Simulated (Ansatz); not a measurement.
Geometry optimisation, Ansatz 0.2.0, RKS PBE-D4/def2-SVP.

Input file:

```yaml
crystal:
  periodic: [false, false, false]
  atoms:
    - { symbol: C, position_ang: [0.9241, 0.3446, 1.6268] }
    - { symbol: "N", position_ang: [0.5719, -0.2278, 0.3344] }
    - { symbol: Si, position_ang: [-0.8003, 0.1324, -0.6095] }
    - { symbol: "N", position_ang: [-0.4488, -0.8817, -1.8999] }
    - { symbol: F, position_ang: [-0.7396, 1.6244, -1.1239] }
    - { symbol: F, position_ang: [-2.1044, -0.2385, 0.1624] }
    - { symbol: H, position_ang: [1.8544, 0.0051, 1.9977] }
    - { symbol: H, position_ang: [0.1435, 0.1862, 2.3555] }
    - { symbol: H, position_ang: [0.983, 1.4937, 1.5678] }
    - { symbol: H, position_ang: [0.5581, -1.2324, 0.4744] }
    - { symbol: H, position_ang: [-1.2437, -0.6648, -2.5623] }
    - { symbol: H, position_ang: [0.3789, -0.5963, -2.2894] }
basis:
  gaussian: { orbitals: def2-SVP }
hamiltonian:
  xc: pbe
  dispersion: d4
relax:
  f_tol: 0.015
  max_steps: 40
```

Command:

```bash
$ ansatz run input.yaml --threads 2 --pin off --max-ram 3072MiB --backend cpu --events-out ev --progress --plain --runs-dir out
```

Problem. Where does it end, and by what steps?

Solution. The forces met the threshold. After 12 steps the energy has fallen by 1.083 eV; F5 moved furthest, 0.50 Å.

| step | energy less start (eV) | largest force component (eV/Å) | accepted |
| --- | --- | --- | --- |
| 0 | 0.0000 | 4.938 | yes |
| 1 | -0.7255 | 2.224 | yes |
| 2 | -0.9634 | 0.675 | yes |
| 3 | -1.0132 | 0.461 | yes |
| 4 | -1.0605 | 0.361 | yes |
| 5 | -1.0721 | 0.235 | yes |
| 6 | -1.0509 | 0.446 | no |
| 7 | -1.0786 | 0.123 | yes |
| 8 | -1.0798 | 0.133 | yes |
| 9 | -1.0826 | 0.048 | yes |
| 10 | -1.0827 | 0.056 | yes |
| 11 | -1.0828 | 0.033 | yes |
| 12 | -1.0828 | 0.005 | yes |

```xyz
12
Properties=species:S:1:pos:R:3
C 0.915 0.397 1.680
N 0.408 -0.384 0.563
Si -0.733 0.127 -0.599
N -0.512 -0.753 -2.047
F -0.569 1.754 -0.673
F -2.313 -0.073 -0.228
H 2.018 0.297 1.785
H 0.456 0.122 2.658
H 0.700 1.468 1.502
H 0.602 -1.386 0.612
H -1.287 -0.863 -2.703
H 0.393 -0.761 -2.518
```

The run took 36 s on 2 threads of Intel(R) Xeon(R) Platinum 8259CL CPU @ 2.50GHz (Skylake/Cascade Lake), on a shared host, peak memory 0.18 GiB.
